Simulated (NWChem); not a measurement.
Molecule: CH3Li; SMILES [CH3][Li]

All runs: NWChem. Pople sets run with spherical d functions. Each level has its own optimisation; frequencies are unscaled.

```json
[
 {"level": "BLYP/def2-SVP", "r C–Li (Å)": "1.982", "r C–H (Å)": "___", "highest harmonic frequency (cm⁻¹)": "___", "lowest (cm⁻¹)": "445", "zero-point energy (kcal/mol)": "___", "dipole (D)": "___"},
 {"level": "B3LYP/def2-TZVP", "r C–Li (Å)": "1.969", "r C–H (Å)": "1.098", "highest harmonic frequency (cm⁻¹)": "3025", "lowest (cm⁻¹)": "452", "zero-point energy (kcal/mol)": "20.8", "dipole (D)": "5.58"},
 {"level": "Hartree-Fock/6-31G*", "r C–Li (Å)": "2.000", "r C–H (Å)": "1.093", "highest harmonic frequency (cm⁻¹)": "3161", "lowest (cm⁻¹)": "507", "zero-point energy (kcal/mol)": "22.3", "dipole (D)": "5.71"},
 {"level": "B3LYP/6-31G*", "r C–Li (Å)": "1.976", "r C–H (Å)": "1.101", "highest harmonic frequency (cm⁻¹)": "3049", "lowest (cm⁻¹)": "487", "zero-point energy (kcal/mol)": "21.2", "dipole (D)": "4.97"},
 {"level": "PBE0-D3(BJ)/def2-TZVP", "r C–Li (Å)": "1.962", "r C–H (Å)": "1.099", "highest harmonic frequency (cm⁻¹)": "3057", "lowest (cm⁻¹)": "445", "zero-point energy (kcal/mol)": "20.9", "dipole (D)": "5.64"}
]
```

Complete the blanks.


- BLYP/def2-SVP, r C–H (Å): 1.117
- BLYP/def2-SVP, highest harmonic frequency (cm⁻¹): 2951
- BLYP/def2-SVP, zero-point energy (kcal/mol): 20.2
- BLYP/def2-SVP, dipole (D): 5.14
